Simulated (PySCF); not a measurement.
**Working out the ionisation energy of P+**

P+ [Ne] 3s2 3p2 (3P) → P(2+) [Ne] 3s2 3p1 (2P). All numbers are calculated (PySCF 2.14, the spin-free X2C one-electron Hamiltonian (Gaussian nucleus), in x2c-TZVPall (5s5p2d1f, 37 functions)). Frozen: [Ne]. Energies in hartree (1 hartree = 27.21139 eV):

| part | P+ (lower) | P(2+) (upper) |
| --- | --- | --- |
| UHF | -341.162278 | -340.458491 |
| CCSD correlation | -0.081045 | -0.063651 |
| (T) | -0.002228 | -0.000987 |

**Question.** What does Hartree-Fock give?

**Answer.** (-340.458491) − (-341.162278) = 0.703787 hartree = 19.151 eV.

**Question.** What do CCSD and CCSD(T) give?

**Answer.** The CCSD correlation energies differ by 0.017394 hartree = 0.473 eV and the triples by 0.001241 hartree = 0.034 eV, so CCSD gives 19.624 eV and CCSD(T) 19.658 eV.

Reference: 19.769 eV (semi-empirical (NIST evaluation); NIST Atomic Spectra Database, ionization energies), between the lowest levels; spin-orbit coupling is absent from the calculation.

What remains against the reference includes basis incompleteness, the frozen core and higher excitations.
